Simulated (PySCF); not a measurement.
```xyz
5

C     -1.2777     0.0683    -0.2909
C     -0.0794     0.0042    -0.1040
C      1.2689    -0.0678     0.1067
N      2.4234    -0.1296     0.2866
H     -2.3352     0.1249    -0.4559
```

Charge 0, multiplicity 1.

**Question.** Give the Mulliken and meta-Löwdin atomic charges from PBE-D3(BJ)/def2-TZVP in PySCF.

**Answer.** 
```json
[
 {"atom": "C1", "Mulliken (e)": "-0.11", "meta-Löwdin (e)": "-0.10"},
 {"atom": "C2", "Mulliken (e)": "0.12", "meta-Löwdin (e)": "-0.04"},
 {"atom": "C3", "Mulliken (e)": "-0.28", "meta-Löwdin (e)": "0.11"},
 {"atom": "N4", "Mulliken (e)": "0.08", "meta-Löwdin (e)": "-0.16"},
 {"atom": "H5", "Mulliken (e)": "0.19", "meta-Löwdin (e)": "0.19"}
]
```
